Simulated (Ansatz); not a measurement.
(KCl)4 ring (K4Cl4), relaxed as a singlet with RKS PBE-D4/def2-SVP in Ansatz, starting from the GFN2-xTB geometry. Force threshold 0.02 eV/Å.

Another isomer (singlet) lies 1.18 eV lower at PBE0-D4/def2-TZVP; other spin states weren't run for this one.

Start:

```xyz
8

Cl    1.738   -2.372   -2.150
Cl    2.493    2.401   -0.768
Cl   -1.724    2.357    2.152
Cl   -2.499   -2.394    0.758
K    -0.519   -3.141   -0.904
K     2.910    0.044   -1.995
K     0.524    3.151    0.907
K    -2.923   -0.046    2.000
```

| step | energy (eV) | largest force component (eV/Å) | SCF passes |
| --- | --- | --- | --- |
| 1 | -115333.5638 | 0.550 | 14 |
| 2 | -115333.9603 | 0.057 | 15 |
| 3 | -115333.9681 | 0.018 | 13 |
| 4 | -115333.9686 | 0.004 | 13 |

Force components are those of the run's own axes.

End:

```xyz
8

Cl    1.8139   -2.4901   -2.2502
Cl    2.6287    2.5414   -0.8042
Cl   -1.8058    2.4837    2.2574
Cl   -2.6352   -2.5369    0.7950
K    -0.5676   -3.3888   -0.9698
K     3.0844    0.0545   -2.1129
K     0.5695    3.3906    0.9717
K    -3.0879   -0.0544    2.1129
```

By distances, no bond broke or formed. The bond that changes most is Cl3–K7, from 2.69 to 2.85 Å (atoms count from 1).

The force fell under the threshold at step 3, but the optimiser went on. No frequencies were taken in this run, so the end may be a saddle point.

It took 4.4 s on 4 threads of INTEL XEON PLATINUM 8581C on a shared host.
